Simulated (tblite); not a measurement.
Compound: C₅H₈F₂O.
Cartesian coordinates in Å at the GFN2-xTB level; atoms count from 1:
```xyz
16
C5H8F2O angstrom
C     -1.909   -0.998    0.002
C     -1.188    0.269   -0.444
C      0.066    0.516    0.377
F     -0.285    0.690    1.692
C      1.269   -0.429    0.222
C      1.998    0.843   -0.213
F      2.986    1.229    0.640
O      0.839    1.621   -0.070
H     -2.188   -0.921    1.050
H     -1.273   -1.871   -0.122
H     -2.811   -1.138   -0.587
H     -1.836    1.138   -0.318
H     -0.899    0.206   -1.493
H      1.630   -0.835    1.163
H      1.172   -1.201   -0.533
H      2.423    0.889   -1.223
```

Method: GFN2-xTB as coded in tblite; computed harmonic values from a numerical Hessian at the method's own geometry, unscaled. This tight-binding method is rough: wavenumbers can miss measured ones by several per cent, in bad cases by 10 to 20. One conformer, not necessarily the lowest.

Harmonic wavenumbers (cm⁻¹): 67.5, 89.9, 168.2, 201.7, 303.5, 334.9, 394.0, 419.3, 489.1, 538.8, 671.7, 813.1, 820.7, 897.3, 942.2, 990.7, 1012.9, 1037.9, 1056.4, 1079.1, 1102.8, 1117.8, 1168.0, 1192.6, 1222.1, 1229.5, 1265.0, 1304.5, 1323.1, 1413.2, 1416.3, 1466.9, 1492.5, 1497.7, 2918.5, 2994.6, 3003.5, 3040.6, 3044.8, 3053.8, 3056.8, 3057.8.

A = 4517, B = 1300, C = 1250 MHz; mass 122.054 u (most abundant isotopes); point group C1, symmetry number 1.

Question: Zero-point energy?

Answer: Half the sum of the wavenumbers: 27356 cm⁻¹ = 327.25 kJ/mol.

Question: Entropy at 298.15 K, 1 bar (ideal gas, RRHO, classical rotation)?

Answer: Translation 168.78, rotation 117.88, vibration 83.94: S = 370.6 J/(mol K).

Question: And Cp and H(298.15 K) − H(0)?

Answer: Cp = 130.74 J/(mol K), of which vibrations give 97.48 (their classical limit is 42 R = 349.2); H(298.15 K) − H(0) = 23.74 kJ/mol without the zero-point energy, 13.82 from vibrations.

Question: Which modes carry the vibrational entropy at 298.15 K?

Answer: 67.5 cm⁻¹: 17.68; 89.9 cm⁻¹: 15.32; 168.2 cm⁻¹: 10.27; 201.7 cm⁻¹: 8.86; 303.5 cm⁻¹: 5.85; 334.9 cm⁻¹: 5.17 J/(mol K); the other 36 give 20.79 together.

Question: How do the functions run with temperature in this model?

Answer: 
```json
{"T (K)": "100", "S (J/(mol K))": "271.9", "Cp (J/(mol K))": "63.7", "H − H(0) (kJ/mol)": "4.68", "G − H(0) (kJ/mol)": "-22.52", "ln q(vib)": "0.97"}
{"T (K)": "200", "S (J/(mol K))": "326.0", "Cp (J/(mol K))": "95.8", "H − H(0) (kJ/mol)": "12.66", "G − H(0) (kJ/mol)": "-52.54", "ln q(vib)": "2.71"}
{"T (K)": "300", "S (J/(mol K))": "371.4", "Cp (J/(mol K))": "131.4", "H − H(0) (kJ/mol)": "23.98", "G − H(0) (kJ/mol)": "-87.44", "ln q(vib)": "4.55"}
{"T (K)": "500", "S (J/(mol K))": "455.2", "Cp (J/(mol K))": "199.4", "H − H(0) (kJ/mol)": "57.37", "G − H(0) (kJ/mol)": "-170.23", "ln q(vib)": "8.40"}
{"T (K)": "800", "S (J/(mol K))": "564.4", "Cp (J/(mol K))": "263.8", "H − H(0) (kJ/mol)": "127.80", "G − H(0) (kJ/mol)": "-323.69", "ln q(vib)": "14.24"}
{"T (K)": "1000", "S (J/(mol K))": "626.3", "Cp (J/(mol K))": "290.7", "H − H(0) (kJ/mol)": "183.39", "G − H(0) (kJ/mol)": "-442.88", "ln q(vib)": "17.95"}
```

q(vib) and H(0) count from the zero-point level.

Question: What must be added to the electronic energy to get the Gibbs energy at 298.15 K and 1 bar?

Answer: ZPE + [H(298.15 K) − H(0)] − T·S = 327.25 + 23.74 − 110.49 = 240.50 kJ/mol.

Question: Blend soft modes into free rotors: weight 1/[1 + (100 cm⁻¹/ν̃)⁴] for the oscillator and the rest for a rotor with moment μB/(μ + B), μ = h/(8π²ν), B = 10⁻⁴⁴ kg m². What vibrational entropy results?

Answer: 78.79 J/(mol K) in place of 83.94, which changes −T·S at 298.15 K by +1.54 kJ/mol.

Hindered rotation and anharmonicity are outside this model. Other conformers, if any are populated, would add a mixing term that is left out. The structure is chiral; the term R ln 2 for an equal mix with its mirror image is left out.
